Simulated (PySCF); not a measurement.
Species: BEt2(SMe), C5H13BS.
Geometry (PBE0-D3(BJ)/def2-SVP, Å), atoms numbered from 1 in this order:
```
atom  x, y, z in Å
B1    -0.1175    0.3377    0.1823
C2     1.3833   -0.0253    0.5183
C3     1.9942   -0.8726   -0.6045
H4     1.4781   -0.5634    1.4759
H5     1.9680    0.9047    0.6254
H6     3.0443   -1.1325   -0.3971
H7     1.4444   -1.8161   -0.7497
H8     1.9742   -0.3388   -1.5679
C9    -0.4606    1.6524   -0.6182
C10   -1.8854    1.8743   -1.1070
H11    0.2582    1.7224   -1.4572
H12   -0.1516    2.4798    0.0526
H13   -2.0007    2.8386   -1.6252
H14   -2.1972    1.0830   -1.8070
H15   -2.6029    1.8605   -0.2713
S16   -1.4972   -0.7173    0.6228
C17   -0.7872   -2.0988    1.5604
H18   -0.0214   -2.6267    0.9770
H19   -1.6058   -2.7961    1.7812
H20   -0.3548   -1.7517    2.5086
```

Level of theory: TDDFT PBE0/def2-SVPD, vertical, gas phase, core orbitals frozen in the response in PySCF 2.14.0, density-fitted response routines.

Ground-to-excited transition dipoles (e·a0, same axes as the geometry; the sign carries no meaning), for the states with f of 0.002 or more among the lowest 7:

```
state  E (hartree)      μx      μy      μz
   S1       0.2235  -0.380  -0.219   0.203
   S2       0.2237   0.578   0.629  -0.352
   S3       0.2340  -0.079  -0.096  -0.010
   S4       0.2379  -0.006   0.183   0.145
   S5       0.2519  -0.039   0.187   0.261
   S6       0.2652  -0.307  -0.298   0.160
   S7       0.2743   0.011   0.044   0.242
```

Problem. Work out the oscillator strengths.

Solution. f = (2/3) ΔE |μ|² with ΔE in hartree (27.2114 eV).

```tsv
state	|μ|² (au)	|μ| (D)	f
S1	0.234	1.23	0.035
S2	0.853	2.35	0.127
S3	0.016	0.32	0.002
S4	0.055	0.59	0.009
S5	0.105	0.82	0.018
S6	0.208	1.16	0.037
S7	0.061	0.63	0.011
```

Problem. Which bond between heavy atoms lies closest to the direction of the S2 transition dipole?

Solution. B1–S16, at 13° from it; next B1–C9 at 51°.

Problem. What angle do the transition dipoles of S1 and S2 make?

Solution. |cos θ| = |μa·μb| / (|μa| |μb|) = 0.96, so θ ≈ 16° (taken between 0 and 90°, since the signs are arbitrary).

Problem. What peak molar absorption coefficient would the strongest computed level give as a lone Gaussian band 0.4 eV wide at half height?

Solution. ε(max) = 2.175×10⁸ f / FWHM, with the width in cm⁻¹. S2: 2.175×10⁸ × 0.1273 / 3226 ≈ 8600 L mol⁻¹ cm⁻¹.

One conformer stands for the species.
